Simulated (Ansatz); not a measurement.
Geometry optimisation, UKS B3LYP-D4/def2-SVP in Ansatz 0.2.0.

Input:

```yaml
crystal:
  periodic: [false, false, false]
  atoms:
    - { symbol: Sb, position_ang: [0.715, -0.3728, 0.3424] }
    - { symbol: H, position_ang: [0.0361, 1.3061, 0.1644] }
    - { symbol: H, position_ang: [-0.762, -0.9981, -0.52] }
magnetization:
  spin_polarized: true
  initial_magnetization: 1
basis:
  gaussian: { orbitals: def2-SVP }
hamiltonian:
  xc: b3lyp
  dispersion: d4
relax:
  f_tol: 0.02
  max_steps: 40
```

Run as:

```bash
$ ansatz run input.yaml --threads 1 --pin off --max-ram 2048MiB --backend cpu --events-out ev --progress --plain --runs-dir out
```

Problem. Where does it end, and by what steps?

Solution. The forces met the threshold. After 4 steps the energy has fallen by 0.102 eV; Sb1 moved furthest, 0.06 Å.

```csv
step,energy less start (eV),largest force component (eV/Å),accepted
0,0.0000,1.276,yes
1,0.0750,2.121,no
2,-0.0929,0.415,yes
3,-0.1020,0.037,yes
4,-0.1021,0.004,yes
```

```xyz
3
Properties=species:S:1:pos:R:3
Sb 0.667 -0.350 0.319
H 0.046 1.255 0.164
H -0.724 -0.969 -0.496
```

Whether the end is a true minimum wasn't checked by a vibrational analysis.

The run took 9.1 s on 1 thread of Intel(R) Xeon(R) Platinum 8259CL CPU @ 2.50GHz (Skylake/Cascade Lake), with other jobs on the host, peak memory 0.12 GiB.
